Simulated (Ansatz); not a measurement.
Program: Ansatz. Geometries: PBE0-D4/def2-TZVP. ΔE: electronic, gas phase. CCSD(T)/CBS adds triple-zeta CCSD(T) − MP2 to the extrapolated MP2 energy (def2 sets, frozen cores). This one scheme is used for every species. Each species was taken in one conformer, which may not be the lowest.

`[BH2][AlH][O][SiH3]` + `NN` → `NN[SiH3]` + `[BH2][AlH][OH]`  (ligand exchange at the Si–O bond)

| species | MP2/def2-TZVPP energy (Eh) |
| --- | --- |
| `[BH2][AlH][O][SiH3]` | -634.54706 |
| `NN` | -111.66837 |
| `NN[SiH3]` | -401.91465 |
| `[BH2][AlH][OH]` | -344.27499 |

Task: Work out ΔE.

Result: ΔE = (-401.91465) + (-344.27499) − (-634.54706) − (-111.66837) = 0.02579 Eh = +16.2 kcal/mol. CCSD(T)/CBS gives +16.3 kcal/mol.

Largest T1 diagnostic among the species: 0.012.

At CCSD(T), def2-SVP lies −1.0 kcal/mol from the extrapolated value and def2-TZVPP +0.2 kcal/mol. From PBE to PBE0 (25 % exact exchange), in def2-TZVPP and without D4, ΔE moves by +1.3 kcal/mol. In def2-TZVPP, CCSD(T) changes the Hartree–Fock value by −3.8 kcal/mol (the triples alone add −0.6 kcal/mol) and MP2 by −4.1 kcal/mol.
